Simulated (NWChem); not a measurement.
Species: ZnH2Se2; SMILES [SeH][Zn][SeH]

```xyz
5

Zn     0.0000     0.0000    -0.0067
Se    -2.2229    -0.4829     0.0382
H     -2.5191     0.5262    -1.0068
Se     2.2229     0.4829     0.0382
H      2.5191    -0.5262    -1.0068
```
Atoms are numbered in this order, from 1.

Level: B3LYP/6-31G* (spherical d) (NWChem), optimised geometry, unscaled harmonic frequencies. This build's default masses of Se (78.918 u) and Br (79.917 u) are each other's, which moves their modes by up to 0.6 %.

```csv
frequency (cm⁻¹),IR intensity (km/mol)
57,4.2
57,3.3
146,6.6
197,0.0
359,35.2
565,2.2
566,2.1
2394,23.6
2394,23.5
```

```
Property                                                                           Result
-----------------------------------------------------------------------  ----------------
zero-point energy                                                            9.6 kcal/mol
thermal correction to the enthalpy at 298.15 K (with zero-point energy)     14.2 kcal/mol
heat capacity Cv                                                         17.4 cal/(mol K)
entropy at 298.15 K and 1 atm (symmetry number 2)                        83.3 cal/(mol K)
dipole moment                                                                      0.91 D
```

Rigid rotor and harmonic oscillator; modes under 100 cm⁻¹ make the entropy uncertain.
